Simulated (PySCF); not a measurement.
Compound: C4H7ClSi.
Numbering: `[CH:1]#[C:2][CH2:3][C@@H:4]([SiH3:5])[Cl:6]` (hydrogens: H7 on C1; H8, H9 on C3; H10 on C4; H11, H12, H13 on Si5)

Method: PBE0-D3(BJ)/def2-SVP geometry optimisation, gas phase (PySCF 2.14.0).

**Question.** Give the optimised bond lengths and angles.

**Answer.** 
```csv
bond,length (bohr),order
C1≡C2,2.288,triple
C2–C3,2.753,single
C3–C4,2.892,single
C4–Si5,3.604,single
C4–Cl6,3.409,single
C1–H7,2.030,single
C3–H8,2.084,single
C3–H9,2.085,single
C4–H10,2.080,single
"Si5–H11, Si5–H12, Si5–H13",2.819,single
```

Bonds in one row agree within 0.02 bohr and their mean is given. Orders are formal, as drawn. A selection of angles:
```csv
angle,degrees
C2–C1–H7,179.3
C1–C2–C3,178.3
C2–C3–C4,112.1
C2–C3–H8,110.0
C2–C3–H9,109.7
C4–C3–H8,109.6
C4–C3–H9,109.0
H8–C3–H9,106.2
C3–C4–Si5,115.8
C3–C4–Cl6,108.7
C3–C4–H10,109.6
Si5–C4–Cl6,106.6
Si5–C4–H10,109.6
Cl6–C4–H10,106.0
C4–Si5–H11,108.1
C4–Si5–H12,110.6
H11–Si5–H12,109.7
```

Torsions: C2–C3–C4–Si5 65° (synclinal).

The 3 C–C bonds span 1.211 Å (C1≡C2, drawn triple) to 1.530 Å (C3–C4, drawn single), a spread of 0.319 Å. Si5 (SiH3 silicon) is tetrahedral (angles from 108.1° to 110.6°).

Point group: C1 (no symmetry element, even within 0.4 Å). Not checked by PBE0-D3(BJ)/def2-SVP frequencies. One conformer, not necessarily the lowest.
